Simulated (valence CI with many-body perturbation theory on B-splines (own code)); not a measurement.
## E1 line list for Sn XVIII

Computed by relativistic CI+MBPT: five valence electrons over a frozen Dirac-Fock core [Ar] 3d10, radial functions for each j: 9 s, 9 p, 8 d, 6 f, 3 g, 1 h, with the one-electron correlation potential Σ1 (screened to all orders), the two-electron term Σ2, the three-electron term Σ3, Breit, model QED; selected single and double excitations, second order for the rest (own B-spline code, finite nucleus).

No measured spectrum was set against this ion. As an estimate, levels hold to about 250 cm⁻¹ or 0.2 % of their energy and the worst to 1 %, as in measured heavy ions of charge 2 to 7; those with d or f electrons hold less well. Among the levels kept, up to 300 cm⁻¹ of a level comes from second order outside the variational space, and about a tenth of that is noise between levels of different J, which matters for small intervals.

Lines 51 to 100 of 175 in falling wavelength, among levels below 980780 cm⁻¹, chosen from the strongest by gf and those to the six lowest levels. Wavelengths and rates use the calculated energies, so an error of 1000 cm⁻¹ moves a line at 239.2 Å by 0.24 % and its rate by three times that or more. Electric multipoles are in the length gauge, E1 and E2 with the static RPA response of the core. Weak lines are less certain than strong ones. Lines between different terms over intervals too small for the method are left out, as are lines whose strength nearly cancels. The highest levels of a list are the least certain.

Names give the largest LS component (configuration and term), which can be under half, so a name can repeat, a term be missing and a line seem to break the LS rules; names also repeat where a configuration has a term twice. Letters in brackets count levels of one name in rising energy.

| λ vac (Å) | Upper | Lower | A (s⁻¹) | S (a.u.) with core polarisation | S without |
| --- | --- | --- | --- | --- | --- |
| 239.2 | 4p⁵ ²P°_1/2 | 4s4p⁴ ²P_1/2 | 2.94e+09 | 3.97e-02 | 4.33e-02 |
| 235.5 | 4s²4p²4d ⁴F_5/2 | 4s²4p³ ²P°_3/2 | 3.76e+07 | 1.46e-03 | 1.58e-03 |
| 232.1 | 4s4p⁴ ²D_3/2 | 4s²4p³ ²D°_3/2 | 1.47e+10 | 3.63e-01 | 3.96e-01 |
| 231.6 | 4s4p⁴ ²D_5/2 | 4s²4p³ ²D°_5/2 | 1.08e+10 | 3.97e-01 | 4.33e-01 |
| 226.2 | 4s4p⁴ ²P_1/2 | 4s²4p³ ²P°_1/2 | 1.43e+10 | 1.63e-01 | 1.78e-01 |
| 225.5 | 4s4p⁴ ⁴P_3/2 | 4s²4p³ ⁴S°_3/2 | 1.26e+10 | 2.84e-01 | 3.10e-01 |
| 222.8 | 4s4p⁴ ⁴P_1/2 | 4s²4p³ ⁴S°_3/2 | 1.13e+10 | 1.24e-01 | 1.35e-01 |
| 222.1 | 4s4p⁴ ²P_3/2 | 4s²4p³ ²P°_1/2 | 3.55e+09 | 7.68e-02 | 8.38e-02 |
| 222.1 | 4p⁵ ²P°_3/2 | 4s4p⁴ ⁴P_1/2 | 4.56e+08 | 9.85e-03 | 1.08e-02 |
| 221.2 | 4s4p⁴ ²D_5/2 | 4s²4p³ ²D°_3/2 | 1.34e+08 | 4.31e-03 | 4.70e-03 |
| 220.1 | 4s²4p²4d ⁴D_1/2 [a] | 4s²4p³ ²P°_3/2 | 1.27e+10 | 1.34e-01 | 1.46e-01 |
| 219.5 | 4p⁵ ²P°_3/2 | 4s4p⁴ ⁴P_3/2 | 3.58e+09 | 7.46e-02 | 8.13e-02 |
| 218.8 | 4s²4p²4d ²F_5/2 | 4s²4p³ ²P°_3/2 | 1.06e+07 | 3.30e-04 | 3.60e-04 |
| 213.4 | 4s²4p²4d ⁴F_3/2 | 4s²4p³ ²P°_1/2 | 1.64e+08 | 3.15e-03 | 3.49e-03 |
| 212.3 | 4s²4p²4d ⁴D_3/2 | 4s²4p³ ²P°_3/2 | 8.04e+08 | 1.52e-02 | 1.65e-02 |
| 210.4 | 4s²4p²4d ⁴D_1/2 [b] | 4s²4p³ ²P°_3/2 | 2.16e+10 | 1.99e-01 | 2.17e-01 |
| 209.1 | 4p⁵ ²P°_1/2 | 4s4p⁴ ²D_3/2 | 6.14e+09 | 5.54e-02 | 6.05e-02 |
| 208.7 | 4s4p⁴ ²P_3/2 | 4s²4p³ ²D°_5/2 | 2.75e+10 | 4.93e-01 | 5.37e-01 |
| 203.6 | 4s4p⁴ ²P_1/2 | 4s²4p³ ²D°_3/2 | 2.40e+10 | 2.00e-01 | 2.17e-01 |
| 203.5 | 4s4p³4d ⁶D°_3/2 | 4s4p⁴ ⁴P_1/2 | 3.68e+08 | 6.12e-03 | 6.63e-03 |
| 202.1 | 4s4p³4d ⁶D°_1/2 | 4s4p⁴ ⁴P_3/2 | 1.09e+09 | 8.86e-03 | 9.52e-03 |
| 201.3 | 4s4p⁴ ²D_3/2 | 4s²4p³ ⁴S°_3/2 | 2.43e+09 | 3.91e-02 | 4.26e-02 |
| 201.1 | 4s²4p²4d ⁴F_3/2 | 4s²4p³ ²D°_5/2 | 9.13e+09 | 1.46e-01 | 1.59e-01 |
| 201.0 | 4s²4p²4d ⁴D_5/2 | 4s²4p³ ²P°_3/2 | 4.04e+08 | 9.72e-03 | 1.06e-02 |
| 200.2 | 4s4p⁴ ²P_3/2 | 4s²4p³ ²D°_3/2 | 3.47e+07 | 5.50e-04 | 6.17e-04 |
| 200.0 | 4p⁵ ²P°_3/2 | 4s4p⁴ ⁴P_5/2 | 3.12e+09 | 4.92e-02 | 5.36e-02 |
| 196.0 | 4s²4p²4d ²P_3/2 [a] | 4s²4p³ ²P°_3/2 | 1.30e+09 | 1.93e-02 | 2.10e-02 |
| 193.2 | 4s²4p²4d ⁴F_5/2 | 4s²4p³ ²D°_5/2 | 4.87e+08 | 1.04e-02 | 1.13e-02 |
| 193.2 | 4s²4p²4d ⁴F_3/2 | 4s²4p³ ²D°_3/2 | 3.44e+09 | 4.90e-02 | 5.32e-02 |
| 193.1 | 4s4p⁴ ²D_5/2 | 4s²4p³ ⁴S°_3/2 | 1.10e+08 | 2.35e-03 | 2.54e-03 |
| 192.8 | 4s²4p²4d ⁴D_1/2 [a] | 4s²4p³ ²P°_1/2 | 9.82e+08 | 6.95e-03 | 7.51e-03 |
| 188.1 | 4p⁵ ²P°_1/2 | 4s4p⁴ ⁴P_3/2 | 1.52e+09 | 1.00e-02 | 1.09e-02 |
| 186.8 | 4s²4p²4d ⁴D_3/2 | 4s²4p³ ²P°_1/2 | 1.65e+09 | 2.13e-02 | 2.31e-02 |
| 186.4 | 4s²4p²4d ⁴P_5/2 | 4s²4p³ ²P°_3/2 | 3.83e+07 | 7.34e-04 | 8.13e-04 |
| 185.9 | 4s²4p²4d ⁴F_5/2 | 4s²4p³ ²D°_3/2 | 9.41e+05 | 1.79e-05 | 2.46e-05 |
| 185.3 | 4s²4p²4d ⁴D_1/2 [b] | 4s²4p³ ²P°_1/2 | 6.07e+08 | 3.81e-03 | 4.18e-03 |
| 184.8 | 4s4p³4d ⁶D°_3/2 | 4s4p⁴ ⁴P_5/2 | 2.51e+09 | 3.12e-02 | 3.36e-02 |
| 184.7 | 4s4p³4d ⁶D°_5/2 | 4s4p⁴ ⁴P_5/2 | 1.90e+09 | 3.55e-02 | 3.80e-02 |
| 184.3 | 4s²4p²4d ⁴P_3/2 | 4s²4p³ ²P°_3/2 | 1.06e+09 | 1.31e-02 | 1.42e-02 |
| 183.9 | 4s4p³4d ⁶D°_7/2 | 4s4p⁴ ⁴P_5/2 | 6.04e+08 | 1.48e-02 | 1.58e-02 |
| 183.8 | 4s²4p²4d ⁴P_1/2 | 4s²4p³ ²P°_3/2 | 3.21e+09 | 1.97e-02 | 2.13e-02 |
| 181.8 | 4s²4p²4d ²F_5/2 | 4s²4p³ ²D°_5/2 | 5.42e+08 | 9.65e-03 | 1.04e-02 |
| 179.5 | 4s4p⁴ ²P_1/2 | 4s²4p³ ⁴S°_3/2 | 6.50e+09 | 3.71e-02 | 4.03e-02 |
| 178.4 | 4s²4p²4d ⁴F_7/2 | 4s²4p³ ²D°_5/2 | 5.65e+08 | 1.27e-02 | 1.35e-02 |
| 178.1 | 4s²4p²4d ²D_3/2 [a] | 4s²4p³ ²P°_3/2 | 2.73e+08 | 3.05e-03 | 3.29e-03 |
| 177.3 | 4s²4p²4d ⁴D_3/2 | 4s²4p³ ²D°_5/2 | 1.98e+10 | 2.18e-01 | 2.36e-01 |
| 176.9 | 4s4p⁴ ²P_3/2 | 4s²4p³ ⁴S°_3/2 | 2.52e+08 | 2.75e-03 | 3.04e-03 |
| 176.5 | 4s²4p²4d ²F_7/2 [a] | 4s²4p³ ²D°_5/2 | 1.78e+08 | 3.87e-03 | 4.15e-03 |
| 176.1 | 4s²4p²4d ⁴D_1/2 [a] | 4s²4p³ ²D°_3/2 | 3.04e+07 | 1.64e-04 | 1.87e-04 |
| 175.3 | 4s²4p²4d ²F_5/2 | 4s²4p³ ²D°_3/2 | 1.61e+08 | 2.58e-03 | 2.78e-03 |
